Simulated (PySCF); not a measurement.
Checking a proposed structure

A compound C4H7FOSi gives the data below (simulated from a calculation) and was assigned the structure `C/C=C(/[SiH3])C(=O)F`.

¹³C{¹H} NMR (computed): δ 205.1 (C), 176.3 (CH), 116.6 (CH), 31.8 (CH2).

¹H NMR (400 MHz, computed): δ 8.05 (m, 1H), 6.28 (m, 1H), 3.88 (t, 3H), 2.24 (q, 2H).

Theory: structure optimised with GFN2-xTB, shielding tensors at PBE0/pcSseg-1 (GIAO), in PySCF 2.14.0 with density-fitted response routines (non-relativistic, one computed conformer, no solvent, fast rotation and ring inversion assumed for equivalent nuclei).

Shifts are taken against calculated references (same method and geometry level): TMS for ¹H (σ = 31.72 ppm) and ¹³C (σ = 186.93 ppm).

Question: Compare with the shifts computed for the proposed structure, pairing carbons in order of shift.

Answer: Numbering as in the mapped SMILES `[CH3:1]/[CH:2]=[C:3](/[SiH3:4])[C:5](=[O:6])[F:7]`; H(Xn) means a hydrogen on atom n.

```csv
atom,computed for proposal,given list,difference
C2,182.5,205.1,-22.6
C5,165.3,176.3,-11.0
C3,128.2,116.6,+11.6
C1,23.6,31.8,-8.2
```

The rms difference is 14.4 ppm and the largest -22.6 ppm at C2 (β carbon of a C=C–C=O unit). The carbon types in order of shift don't match either: CH, C, C, CH3 for the proposal against C, CH, CH, CH2 in the data. The proposal doesn't fit.

Question: Which isomer fits?

Answer: `O=C(/C=C/F)C[SiH3]`.

- Carbon types of the structure: 1 × C, 2 × CH, 1 × CH2, leaving 3 H on heteroatoms.
- δC 205.1: ketone carbonyl carbon; low-lying n→π* states of the double bond to the heteroatom give a large paramagnetic term (-270 ppm).
- δC 176.3: β carbon of a C=C–C=O unit; conjugation with the carbonyl draws π density from the β position.
- δC 116.6: α carbon of a C=C–C=O unit; the olefinic region.
- δC 31.8: sp3 CH2 bonded to Si, α to a carbonyl; the adjacent C=O deshields it moderately.

Other isomers checked: C/C(C=O)=C\[SiH2]F (rms 20.3 ppm); C=CC(=O)[Si@@H](C)F (rms 30.4 ppm).

This is the structure that produced the data.

Splittings by ¹⁹F in the carbon and heteronuclear signals aren't shown, as no couplings were computed. Shifts are as computed. Against solution values, carbons near 30 ppm lie about +3 ppm off and those near 130 ppm about +5 ppm. Of 1211 compounds with measured shifts, 218 miss one by over three times the rms of a fit or turn the order of signals round; such compounds aren't used in these exercises. No couplings were computed; multiplicities are counted from neighbouring protons, with m where these are inequivalent, close in shift, in a saturated or five-membered ring or joined by F or P, and br s for small geminal =CH2 splittings.
